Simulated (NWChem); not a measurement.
# C₂H₅O₂ cation; SMILES O(C=[OH+])C

```xyz
9

C      0.4915    -1.4470     0.0000
O     -0.6769    -0.5383     0.0001
C     -0.5795     0.7229    -0.0001
O      0.4908     1.4286     0.0000
H      1.0656    -1.2830     0.9146
H      0.0512    -2.4411    -0.0047
H      1.0708    -1.2769    -0.9103
H     -1.5119     1.2855    -0.0003
H      1.3407     0.9382     0.0005
```
Atoms are numbered in this order, from 1.

Computed with NWChem. Structure relaxed at the B3LYP/6-31G* (spherical d) level. Level PBE/def2-SVP: energy and gradient on several grids; changes count from the extra-fine grid, which is no exact limit either.

```tsv
grid	size of the energy change (μHa)	largest change of a gradient component (μHa/bohr)	time, medium = 1 (rough)
xcoarse	4000	4000	about 1
coarse	60	200	about 1
medium	< 10	40	about 1
fine	< 10	< 30	about 1
xfine	< 10	< 30	3
```
